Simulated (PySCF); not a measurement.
Level of theory: ωB97X-D3(BJ)/def2-TZVP // PBE0-D3(BJ)/def2-TZVP in PySCF. Gas-phase values, no solvent. Delta-SCF ions had no search for a lower state. Excitations are Tamm–Dancoff values on a coarser integration grid. The basis has no diffuse functions, so Rydberg states are missing or too high.

Reference species (SMILES): `C#C/C=C1/CO1` (neutral, multiplicity 1).

```yaml
dipole_moment: 2.40 D
T1 excitation (TDA): 3.79 eV
S1 oscillator strength: 0.000
vertical ionisation energy (Delta-SCF): 8.74 eV
```

Changed species: `O=C=C1C=CC1`.

### Question
Predict the effect on the dipole moment, T1 excitation (TDA), S1 oscillator strength and vertical ionisation energy (Delta-SCF).

### Answer
the dipole moment falls by 0.57 D, to 1.83 D; the T1 excitation (TDA) falls by 1.02 eV, to 2.77 eV; the S1 oscillator strength hardly moves; the vertical ionisation energy (Delta-SCF) decreases by 0.48 eV, to 8.26 eV.
